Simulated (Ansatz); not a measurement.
Co₃⁻, relaxed as a septet with UKS r2SCAN-D4/def2-TZVPD in Ansatz, starting from the GFN1-xTB geometry. Force threshold 0.02 eV/Å.

The charge -1 septet is spin-contaminated (final ⟨S²⟩ up to 13.05, 12.00 for a pure state). The highest occupied level of the charge -1 septet lies above zero (up to 0.80 eV). The electron is either unbound and held by the finite basis, or the level is raised by self-interaction error. The structure comes from a short search, and lower isomers may exist.

Start:

```xyz
3

Co   -0.644    0.607    0.998
Co    0.558    0.722   -0.975
Co    0.086   -1.329   -0.023
```

Q: Estimate the energy that the relaxation releases and the steps that it takes.

A: 0.5 kJ/mol, in 5 steps; 4.4 min on 4 threads of Arm Neoverse V2 on a shared host. The force fell under the threshold at step 3, but the optimiser went on. No frequencies were taken in this run, so the end may be a saddle point.

Q: Does the start keep its bonding and symmetry?

A: By distances, no bond broke or formed. The bond that changes most is Co2–Co3, from 2.31 to 2.36 Å (atoms count from 1). Point group D3h at the start, Cs at the end, both within 0.05 Å.

Q: Predict the relaxed structure.

A: 
```xyz
3

Co   -0.6437    0.6018    0.9974
Co    0.5649    0.7455   -0.9883
Co    0.0788   -1.3473   -0.0091
```
Bond lengths (bridged metal pairs left out): 3 × Co–Co 2.31 to 2.36 Å.
